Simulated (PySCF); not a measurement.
An unknown gives this computed stick spectrum. Method: PySCF, TDDFT PBE0/def2-SVPD, vertical, gas phase, core orbitals frozen in the response. Geometries: GFN2-xTB, one conformer each.

```
state  E (eV)  λ (nm)       f
   S1    5.49   226.0  0.0049
   S2    5.99   206.9   0.045
   S3    6.23   198.9   0.071
   S4    6.43   192.8  0.0068
   S5    6.62   187.4   0.093
   S6    6.72   184.4  0.0028
   S7    6.77   183.0   0.041
   S8    6.87   180.5   0.161
```

Problem. Which candidate is it?
A. `c1c(Cl)ccnc1`
B. `C=C[Si@@H]1[SiH2][SiH2][SiH2]S1`
C. `[SiH3][Si@@H]1C=C(Cl)C1`

Solution. C. Its S1, at 5.49 eV, is the highest among the candidates; the nearest of the others has S1 at 4.88 eV. S1 is HOMO→LUMO (98%). Löwdin shares by element: HOMO carbon 54% or more, chlorine 23%, silicon 6% or more (atoms not listed hold the other 17%); LUMO silicon 63%, carbon 14% or more (atoms not listed hold the other 23%). At the same level the other candidates give, for their lowest levels:
- `Clc1ccncc1`: 4.88 eV (f 0.004); 5.10 eV (f 0.000); 5.56 eV (f 0.013); 6.13 eV (f 0.062); 6.77 eV (f 0.000); T1 4.18 eV; HOMO -7.73, LUMO -1.17 eV
- `C=C[Si@@H]1[SiH2][SiH2][SiH2]S1`: 4.82 eV (f 0.003); 5.07 eV (f 0.003); 5.11 eV (f 0.004); 5.40 eV (f 0.005); 5.56 eV (f 0.004); T1 4.22 eV; HOMO -7.00, LUMO -1.11 eV
Triplets come from the Tamm–Dancoff approximation.
